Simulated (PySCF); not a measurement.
**2p core levels of (F)3Si-S-SiH3**

Species: (F)3Si-S-SiH3.
Bonds: Si1–F2, Si1–F3, Si1–F4, Si1–S5, S5–Si6. Hydrogens: H7, H8, H9 on Si6.

Method used: delta-SCF UKS SCAN, pcX-2 on the ionised atom, pcseg-1 elsewhere, spin-free X2C in PySCF 2.14.0. Vertical ΔSCF values, vacuum level as zero. The 2p values add to the ΔSCF energy of one spin-free hole a correction within the shell (spin–orbit coupling, ligand field). The splitting includes the ligand field, and 2p3/2 is the mean of two sublevels.

```tsv
atom	mean of the 2p shell (eV)	splitting (eV)
Si1	110.635	0.626
Si6	108.241	0.626
```

Question: Where do the two lines of each doublet lie?

Answer: 2p3/2 = mean − splitting/3 and 2p1/2 = mean + 2 × splitting/3:

```
atom                  environment  2p3/2 (eV)  2p1/2 (eV)
 Si1  silicon bonded to 3 F and S      110.43      111.05
 Si6  silicon bonded to S and 3 H      108.03      108.66
```

Question: What are the 1s binding energies of the same atoms?

Answer: Si1 1850.78 eV; Si6 1847.86 eV.

Question: Which Kα1 and Kα2 emission energies and wavelengths follow?

Answer: The photon carries the difference of the 1s-hole and 2p-hole states, both at the ground state's geometry; λ = 12398.42 eV Å/E.

| atom | Kα1 (eV) | Kα2 (eV) | λ(Kα1) (Å) | λ(Kα2) (Å) |
| --- | --- | --- | --- | --- |
| Si1 | 1740.35 | 1739.73 | 7.1241 | 7.1266 |
| Si6 | 1739.83 | 1739.20 | 7.1262 | 7.1288 |

Over the 2 silicon sites the 1s value ranges over 2.92 eV, 2p3/2 over 2.40 eV and Kα1, their difference, over 0.52 eV.

Question: And the 1s levels of the other atoms?

Answer: F2/F3/F4 (fluorine bonded to Si) 693.55 eV; S5 (sulfur bonded to 2 Si) 2477.63 eV.

One atom of each set of topologically equivalent atoms was ionised and stands for the set; in this conformer not all members are related by symmetry, and their own values weren't computed. Not every level is listed. Isolated species at its PBE0-D3(BJ)/def2-SVP geometry, gas phase.
